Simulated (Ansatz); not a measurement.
Reaction (formal exchange of groups at the Si–F bond): `C#C[SiH](O)F` + CH₄ → `C#C[SiH2]O` + fluoromethane

Program: Ansatz. Geometries: PBE0-D4/def2-TZVP. ΔE: electronic, gas phase. CCSD(T)/CBS adds triple-zeta CCSD(T) − MP2 to the extrapolated MP2 energy (def2 sets, frozen cores). This one scheme is used for every species. DFT in def2-TZVPP. One conformer a species, not always the lowest.

`C#C[SiH](O)F`:

Cartesian coordinates in Å:
```
C -1.754 -1.168 0.412
C -0.808 -0.532 0.020
Si 0.648 0.390 -0.564
O 1.681 0.679 0.657
F 0.108 1.752 -1.184
H -2.595 -1.728 0.755
H 1.393 -0.327 -1.607
H 1.327 0.935 1.511
```

CH₄:

Cartesian coordinates in Å:
```
C 0.000 0.000 0.000
H 0.988 -0.327 -0.324
H 0.027 0.238 1.063
H -0.722 -0.797 -0.176
H -0.292 0.886 -0.563
```

`C#C[SiH2]O`:

Cartesian coordinates in Å:
```
C 1.912 0.982 -0.223
C 0.789 0.541 -0.217
Si -0.904 -0.150 -0.215
O -1.196 -1.007 1.155
H 2.902 1.377 -0.227
H -1.033 -0.990 -1.432
H -1.892 0.948 -0.230
H -0.578 -1.700 1.389
```

`CF`:

```xyz
5

C    -0.039   -0.041    0.022
F     0.838    0.892   -0.481
H     0.223   -0.254    1.061
H     0.031   -0.955   -0.572
H    -1.054    0.358   -0.030
```

```json
{"level": "B2PLYP", "ΔE (kcal/mol)": "61.8"}
{"level": "r2SCAN0", "ΔE (kcal/mol)": "62.5"}
```

Q: What does CCSD(T)/CBS give? (Estimate.)

A: Computed: +62.6 kcal/mol. The listed levels differ from it by -0.8, -0.1 kcal/mol.

Largest T1 diagnostic among the species: 0.013.

Leaving LDA and LC-ωPBE aside and taking each functional with its dispersion term where it has one, the values, not all of them listed here, spread over 4.5 kcal/mol, from revPBE-D4 to B97M-V. LDA lies +1.6 kcal/mol from PBE without D4. In def2-TZVPP, CCSD(T) changes the Hartree–Fock value by +1.2 kcal/mol (the triples alone add +0.0 kcal/mol) and MP2 by +3.5 kcal/mol. At CCSD(T), def2-SVP lies −5.3 kcal/mol from the extrapolated value and def2-TZVPP −0.8 kcal/mol.
